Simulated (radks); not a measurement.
Values are calculated unless marked as measured or tabulated.
Problem. Level of theory: scalar-relativistic Kohn-Sham, r2SCAN, spin-unpolarised, spherical densities, finite nucleus; meta-GGA in the generalised Kohn-Sham scheme; Fermi nuclear charge, rms radius of each element as measured or else 0.836 A^(1/3) + 0.57 fm (a radial shooting solver on a logarithmic mesh with Libxc functionals). Each species is in its NIST ground configuration. Rank Cr, Ti, Ge, Fe, Sc, Ga, Br, Kr, V, Zn, Co, Mn, Se, Cu, Ni, K, Ca, As by radius at which the density is 0.001 e/bohr^3 (bohr), largest first.

Solution. Ca 5.13, Sc 5.01, Ti 4.88, V 4.76, Mn 4.56, Cr 4.51, Fe 4.47, Ge 4.45, Ga 4.41, Co 4.39, As 4.38, K 4.36, Ni 4.32, Se 4.26, Zn 4.19, Br 4.13, Cu 4.10, Kr 4.01.
